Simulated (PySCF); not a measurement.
H3O (SMILES [OH3+]), charge +1, singlet, at a GFN2-xTB geometry; WB97X/def2-SVP (PySCF).

The PySCF input:
```python
from pyscf import gto, scf, dft

mol = gto.M(
    atom='''
O     0.07094020    0.00288768    0.03133554
H    -0.02512652    0.80502202   -0.52984156
H     0.02737561   -0.82471664   -0.49851471
H    -0.56977067   -0.00340678    0.77767195
''',
    basis='def2-svp',
    charge=1,
    verbose=4,
)

mf = dft.RKS(mol)
mf.xc = 'wb97x'
mf.grids.atom_grid = (99, 590)
mf.grids.prune = None
mf.kernel()
```

The log (banner, timings and long lists left out):

```
PySCF version 2.14.0

[INPUT] verbose = 4
[INPUT] num. atoms = 4
[INPUT] num. electrons = 10
[INPUT] charge = 1
[INPUT] spin (= nelec alpha-beta = 2S) = 0
[INPUT] symmetry False subgroup None
[INPUT] Mole.unit = angstrom
[INPUT] Symbol           X                Y                Z      unit          X                Y                Z       unit  Magmom
[INPUT]  1 O      0.070940200000   0.002887680000   0.031335540000 AA    0.134057549222   0.005456924335   0.059215588565 Bohr   0.0
[INPUT]  2 H     -0.025126520000   0.805022020000  -0.529841560000 AA   -0.047482241263   1.521271142044  -1.001255437812 Bohr   0.0
[INPUT]  3 H      0.027375610000  -0.824716640000  -0.498514710000 AA    0.051732405393  -1.558488579972  -0.942056270967 Bohr   0.0
[INPUT]  4 H     -0.569770670000  -0.003406780000   0.777671950000 AA   -1.076710520110  -0.006437881167   1.469587000256 Bohr   0.0

nuclear repulsion = 13.8847659943723
number of shells = 15
number of NR pGTOs = 45
number of NR cGTOs = 29
basis = def2-svp
ecp = {}

******** <class 'pyscf.dft.rks.RKS'> ********
method = RKS
initial guess = minao
damping factor = 0
level_shift factor = 0
DIIS = <class 'pyscf.scf.diis.CDIIS'>
diis_start_cycle = 1
diis_space = 8
diis_damp = 0
SCF conv_tol = 1e-09
SCF conv_tol_grad = None
SCF max_cycles = 50
direct_scf = True
direct_scf_tol = 1e-13
XC library pyscf.dft.libxc version 7.1.2
    S. Lehtola, C. Steigemann, M. J. T. Oliveira, and M. A. L. Marques,  SoftwareX 7, 1–5 (2018)
XC functionals = wb97x
    J.-D. Chai and M. Head-Gordon,  J. Chem. Phys. 128, 084106 (2008)
radial grids:
    Treutler-Ahlrichs [JCP 102, 346 (1995); DOI:10.1063/1.469408] (M4) radial grids

becke partition: Becke, JCP 88, 2547 (1988); DOI:10.1063/1.454033
pruning grids: None
grids dens level: 3
symmetrized grids: False
atomic radii adjust function: <function treutler_atomic_radii_adjust>
User specified grid scheme (99, 590)
small_rho_cutoff = 0
Set gradient conv threshold to 3.16228e-05
Initial guess from minao.
tot grids = 233640
init E= -76.9294354406813
  HOMO = -0.518624381160158  LUMO = 0.0193660705861336  gap/eV = 14.63947
cycle= 1 E= -76.6017293209224  delta_E= 0.328  |g|= 0.29  |ddm|= 1.55
  HOMO = -0.836740732927451  LUMO = -0.171035494076576  gap/eV = 18.11476
cycle= 2 E= -76.6211436316811  delta_E= -0.0194  |g|= 0.111  |ddm|= 0.302
  HOMO = -0.87230335868198  LUMO = -0.167130482953923  gap/eV = 19.18873
cycle= 3 E= -76.6229523508409  delta_E= -0.00181  |g|= 0.0525  |ddm|= 0.0848
  HOMO = -0.854020819419339  LUMO = -0.159427728883959  gap/eV = 18.90084
cycle= 4 E= -76.6234202475523  delta_E= -0.000468  |g|= 0.00691  |ddm|= 0.0331
  HOMO = -0.854255976217817  LUMO = -0.159331611466982  gap/eV = 18.90986
cycle= 5 E= -76.6234305567812  delta_E= -1.03e-05  |g|= 0.000416  |ddm|= 0.00585
  HOMO = -0.854280102720611  LUMO = -0.159343442081338  gap/eV = 18.91019
cycle= 6 E= -76.6234306136994  delta_E= -5.69e-08  |g|= 2.66e-05  |ddm|= 0.000604
  HOMO = -0.854277816616225  LUMO = -0.159341275051834  gap/eV = 18.91019
cycle= 7 E= -76.6234306140432  delta_E= -3.44e-10  |g|= 3.39e-06  |ddm|= 4.42e-05
  HOMO = -0.854278384120821  LUMO = -0.159341587729473  gap/eV = 18.91019
Extra cycle  E= -76.6234306140511  delta_E= -7.93e-12  |g|= 1.58e-06  |ddm|= 6.72e-06
converged SCF energy = -76.6234306140511
```
